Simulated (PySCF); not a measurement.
# Correlation energy of Pt (platinum, neutral)

[Xe] 4f14 5d8 6s2, high-spin 3F determinant (an excited configuration). Computed with PySCF 2.14 in x2c-TZVPPall with one added diffuse shell each of s, p, d, f type (12s8p8d4f1g, 113 functions), with scalar relativity by spin-free X2C-1e. Frozen: [Kr] 4d10 4f14; 18 electrons correlated.

MP2 pair energies summed by pair of shells (mhartree):

```json
{"pair": "5d-5d", "energy": "-186.87", "share (%)": "35.3"}
{"pair": "5p-5d", "energy": "-140.50", "share (%)": "26.5"}
{"pair": "5d-6s", "energy": "-82.98", "share (%)": "15.7"}
{"pair": "5p-5p", "energy": "-42.18", "share (%)": "8.0"}
{"pair": "5s-5d", "energy": "-20.05", "share (%)": "3.8"}
{"pair": "6s-6s", "energy": "-18.75", "share (%)": "3.5"}
{"pair": "5s-5p", "energy": "-18.48", "share (%)": "3.5"}
{"pair": "5p-6s", "energy": "-15.72", "share (%)": "3.0"}
{"pair": "5s-5s", "energy": "-3.05", "share (%)": "0.6"}
{"pair": "5s-6s", "energy": "-0.90", "share (%)": "0.2"}
```

Total MP2 correlation energy: -529.49 mhartree.

Same-spin part -172.49 and opposite-spin part -357.00 mhartree; SCS-MP2 scales them by 1/3 and 6/5 to -485.90 mhartree.

This basis was not built for core-valence correlation, so the inner-shell part is incomplete.
